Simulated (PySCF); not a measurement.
## Mass spectrum arithmetic for 4-(trifluoromethyl)thiophenol

Species: 4-(trifluoromethyl)thiophenol (`FC(F)(F)c1ccc(S)cc1`).

Calculated for natural abundance.

**Question.** Find the molar and monoisotopic masses of C7H5F3S.

**Answer.** For C7H5F3S, with standard atomic weights, 3 × 18.998 + 7 × 12.011 + 1 × 32.060 + 5 × 1.008 = 178.171 g/mol. From the most abundant isotopes (19F, 12C, 32S, 1H), 3 × 18.998403 + 7 × 12.000000 + 1 × 31.972071 + 5 × 1.007825 = 178.0064 u.

**Question.** Give the isotope pattern of the molecular ion M+•, merging species of the same nominal mass.

**Answer.** 
```json
{"nominal mass": "178", "m/z (centroid)": "178.0059", "relative intensity": "100.0"}
{"nominal mass": "179", "m/z (centroid)": "179.0089", "relative intensity": "8.4"}
{"nominal mass": "180", "m/z (centroid)": "180.0023", "relative intensity": "4.8"}
{"nominal mass": "181", "m/z (centroid)": "181.0052", "relative intensity": "0.4"}
```

Cut off at 0.1 %. One electron mass, 0.00055 u, is taken off. Abundances used (%; other tables differ somewhat): 12C 98.93, 13C 1.07; 32S 94.93, 33S 0.76, 34S 4.29, 36S 0.02; 1H 99.9885, 2H 0.0115.

**Question.** Which m/z would the protonated, sodiated and deprotonated molecule have?

**Answer.** [M+H]+ 179.0137, [M+Na]+ 200.9956, [M−H]− 176.9991, for the monoisotopic species (arithmetic only; whether such ions form is another matter).

**Question.** What is the composition by mass?

**Answer.** F 31.99 %, C 47.19 %, S 17.99 %, H 2.83 %.

**Question.** Count the protons, neutrons and electrons of the monoisotopic species, and give its exact less its nominal mass.

**Answer.** 90 protons, 88 neutrons and 90 electrons; 178.0064 − 178 = +0.0064 u.

**Question.** What share of all molecules is the monoisotopic species?

**Answer.** 1^3 × 0.9893^7 × 0.9493 × 0.999885^5 = 87.99 %.
